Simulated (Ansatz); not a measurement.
Molecule: PbCl (charge 0, doublet). 
Coordinates optimised at B3LYP-D3(BJ)/def2-TZVP (Ansatz, a first-principles code):
```xyz
2

Pb     0.0000     0.0000    -0.4277
Cl     0.0000     0.0000     2.0631
```
Charge 0, spin multiplicity 2.

Property: atomisation energy (electronic, to ground-state atoms), in kcal/mol. Valence correlation only, unless marked. UHF or UKS for open shells. Spin-orbit coupling is left out. Frozen are the shells of the preceding noble gas and the d and f shells that filled before the atom's block. In def2 rows, elements after Kr have scalar-relativistic effective core potentials. The coupled-cluster limit lacks core correlation, which all-electron functionals hold. Basis-set limits of correlation are two-point, X^-3; Hartree-Fock from the larger set.

```json
[
 {"level": "BLYP-D3(BJ)/def2-TZVPD", "program": "Ansatz + dftd3", "atomisation energy (kcal/mol)": "90.8", "minus last row": "3.6"},
 {"level": "BLYP-D4/def2-TZVPD", "program": "Ansatz + dftd4", "atomisation energy (kcal/mol)": "90.7", "minus last row": "3.5"},
 {"level": "BLYP/def2-TZVPD", "program": "Ansatz", "atomisation energy (kcal/mol)": "88.6", "minus last row": "1.4"},
 {"level": "r2SCAN-D3(BJ)/def2-TZVPD", "program": "Ansatz + dftd3", "atomisation energy (kcal/mol)": "89.8", "minus last row": "2.6"},
 {"level": "LC-wPBE-D4/def2-TZVPD", "program": "Ansatz + dftd4", "atomisation energy (kcal/mol)": "84.4", "minus last row": "-2.8"},
 {"level": "LC-wPBE/def2-TZVPD", "program": "Ansatz", "atomisation energy (kcal/mol)": "83.2", "minus last row": "-4.0"},
 {"level": "CCSD/CBS(def2-TZVPPD,def2-QZVPPD)", "program": "Ansatz", "atomisation energy (kcal/mol)": "83.9", "minus last row": "-3.3"},
 {"level": "CCSD(T)/def2-SVP", "program": "Ansatz", "atomisation energy (kcal/mol)": "72.0", "minus last row": "-15.2"},
 {"level": "CCSD(T)/def2-SVPD", "program": "Ansatz", "atomisation energy (kcal/mol)": "77.8", "minus last row": "-9.4"},
 {"level": "CCSD(T)/CBS(def2-TZVPPD,def2-QZVPPD)", "program": "Ansatz", "atomisation energy (kcal/mol)": "87.2", "minus last row": "0.0"}
]
```
